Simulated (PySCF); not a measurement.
# Reading the logs of faulty runs: CGeH6O2

Calculated results; nothing here was measured. The program is PySCF 2.14.0, an open-source quantum chemistry code, run on an isolated molecule that a program drew, which may never have been made. The molecule is CGeH6O2 (charge 0, singlet), drawn as the SMILES string `O[CH2][GeH2][OH]`.

Each row is a Hartree-Fock (HF) and frozen-core CCSD(T) single point in the cc-pVDZ basis, meant for a local HF minimum. Run 1 is clean. Each other run has one planted mistake out of seven kinds, and not every kind appears here: one electron removed, one electron added, multiplicity raised by two, geometry at a saddle point, minimal basis STO-3G, one bond length entered in bohr, all coordinates scaled. The reference is restricted for singlets and unrestricted otherwise, and also for a bond in bohr. Adding or removing an electron swaps singlet and doublet. Electrons count all cores. HOMO and LUMO are orbital energies over both spins, the gradient is its largest component, and the lowest frequency (negative if imaginary) is given only where the gradient is small. Bond lengths are over the 9 bonds as drawn. T1 is the CCSD diagnostic: over 0.02 (restricted) or 0.045 (unrestricted) a single reference is doubtful. Germanium has the cc-pVDZ-PP basis, with a core potential (ECP10MDF) in place of its 10 inner electrons, and its 3s, 3p and 3d shells are frozen in CCSD(T).

Geometry of the clean run:
```xyz
10
CGeH6O2, angstrom
O     0.7947    0.5539    0.4560
C     0.2307    0.5530   -0.8299
Ge   -0.8492   -1.0686   -1.0676
O    -1.7155   -1.0679    0.5016
H     0.1079    0.3764    1.0850
H     1.0481    0.5875   -1.5501
H    -0.3917    1.4382   -1.0016
H    -1.8594   -0.9970   -2.2196
H    -0.0196   -2.3528   -1.1767
H    -2.1242   -1.8798    0.7619
```

```
run,electrons,basis functions,<S^2>,HOMO (eV),LUMO (eV),gradient (hartree/bohr),lowest frequency (cm^-1),mean bond (Å),longest bond (Å),T1,HF (hartree),CCSD(T) (hartree),mistake
1,60,95,0.000,-10.80,3.63,2.5e-05,103,1.3672,1.963,0.0112,-484.47093,-485.14291,no fault
2,59,95,0.765,-17.02,-6.75,4.8e-02,-,1.3672,1.963,0.0416,-484.14009,-484.78991,one electron removed
3,60,95,0.970,-10.97,2.38,4.3e-02,-,1.5060,2.653,0.0173,-484.37507,-484.99899,one bond length entered in bohr
4,60,95,2.023,-2.80,-1.86,7.6e-02,-,1.3672,1.963,0.0353,-484.21528,-484.89748,multiplicity raised by two
5,61,95,0.760,2.79,9.48,6.1e-02,-,1.3672,1.963,0.0191,-484.35225,-485.04412,?
6,60,95,0.000,-10.84,3.36,4.6e-02,-,1.4315,2.055,0.0124,-484.45116,-485.13581,?
```

**Which mistake was planted in run 5, and what did it cost?**

It counts 61 electrons, one more than the clean run, at the same geometry and basis. So the mistake is: one electron added. Subtracting run 1 and multiplying by 627.51 kcal/mol a hartree, the energy moved by 74.5 kcal/mol in HF and 62.0 kcal/mol in CCSD(T).

**Which mistake was planted in run 6, and what did it cost?**

The mean and the longest bond both change by the same factor, 1.047, and the gradient is no longer small. So the mistake is: all coordinates scaled. Subtracting run 1 and multiplying by 627.51 kcal/mol a hartree, the energy moved by 12.4 kcal/mol in HF and 4.5 kcal/mol in CCSD(T).

Cautions from the logs. Run 5: the HOMO is above zero, so the electron isn't bound and the energy depends on the basis.
